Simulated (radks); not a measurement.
Values are calculated unless marked as measured or tabulated.
I+, 52 electrons, occupied as [Kr] 4d10 5s2 5p4. Code: a radial shooting solver on a logarithmic mesh with Libxc functionals. Model: Dirac Kohn-Sham, BLYP, spin-unpolarised, spherical densities, point nucleus; open shells fill j = l - 1/2 first.

Spin-orbit splittings of the eigenvalues, e(l+1/2) - e(l-1/2), with zeta = 2 splitting/(2l+1) and mean radii in bohr:

shell  occ.  splitting (eV)  zeta (eV)  <r> j=l-1/2  <r> j=l+1/2
2p        6           298.9      199.3      0.09845       0.1041
3p        6           56.23      37.49       0.3041       0.3156
3d       10           11.83      4.730       0.2865       0.2901
4p        6           10.98      7.320       0.7726       0.8010
4d       10               ?          ?       0.9144       0.9259
5p        4           1.145     0.7630        2.268        2.368

Estimate the 4d splitting.

Answer. 1.719 eV (zeta = 0.6874 eV).
